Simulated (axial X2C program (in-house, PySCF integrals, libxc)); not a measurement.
**Bond lengths and stretching modes, held linear, of OCTe⁺**

Calculated with an in-house all-electron X2C program for linear molecules (integrals from PySCF): two-component X2C with atomic mean-field Coulomb and Gaunt terms, Gaussian nuclei, basis O dyall-av3z, C dyall-v3z, Te dyall-v3z with contracted cores. Spin-free rows use the one-electron spin-free X2C Hamiltonian.

Masses O 15.995, C 12.000, Te 129.906 u. States: 2c Ω = 3/2 (beyond evenly filled blocks: ω = 3/2); spin-free M_S = 1/2, Λ = 1 (beyond evenly filled blocks: π+α, π+β, π-α).

PBE0, spin-free: energies above the lowest point

```csv
r(O–C) (Å),r(C–Te) (Å),E (meV)
1.0939,1.9900,65.28
1.0939,2.0410,49.59
1.0939,2.0920,72.33
1.1220,1.9900,8.57
1.1220,2.0410,0.00
1.1220,2.0920,29.10
1.1220,2.1431,86.41
1.1501,1.9900,51.29
1.1501,2.0410,49.84
1.1501,2.0920,85.29
1.1781,2.0410,180.34
1.1781,2.1431,290.71
```

Q: Fit a quadratic surface with cubic terms in each bond: where is the minimum, and what are the two stretching wavenumbers?

A: At PBE0, spin-free: bonds 1.122 and 2.025 Å; harmonic stretches 425.7 and 2234.2 cm⁻¹; force constants 20.2, 2.49 and coupling 0.71 mdyn/Å.

The other levels and Hamiltonians give:

```json
{"Hamiltonian": "2c", "level": "PBE0", "r(O–C) (Å)": "1.121", "r(C–Te) (Å)": "2.040", "lower stretch (cm⁻¹)": "405.0", "upper stretch (cm⁻¹)": "2237.9"}
{"Hamiltonian": "2c", "level": "HF", "r(O–C) (Å)": "1.087", "r(C–Te) (Å)": "2.175", "lower stretch (cm⁻¹)": "201.4", "upper stretch (cm⁻¹)": "2465.0"}
{"Hamiltonian": "2c", "level": "B3LYP", "r(O–C) (Å)": "1.123", "r(C–Te) (Å)": "2.064", "lower stretch (cm⁻¹)": "381.6", "upper stretch (cm⁻¹)": "2204.0"}
{"Hamiltonian": "spin-free", "level": "HF", "r(O–C) (Å)": "1.088", "r(C–Te) (Å)": "2.142", "lower stretch (cm⁻¹)": "291.1", "upper stretch (cm⁻¹)": "2465.8"}
{"Hamiltonian": "spin-free", "level": "B3LYP", "r(O–C) (Å)": "1.124", "r(C–Te) (Å)": "2.046", "lower stretch (cm⁻¹)": "406.7", "upper stretch (cm⁻¹)": "2200.5"}
```

Each state is one determinant, the lowest of a limited PBE0 search; the stretches come from a fit to these few points and carry an uncertainty of a few per cent. Other orders of the atoms were not compared. Left out for rough or failed fits: MP2 2c, MP2 spin-free. The levels spread by more than a fifth, so the stretches depend strongly on the method. The molecule was held linear; bending was not examined, so a bent shape may lie lower. Note: functional without a current term on a determinant with orbital currents, of the molecule or an atom.
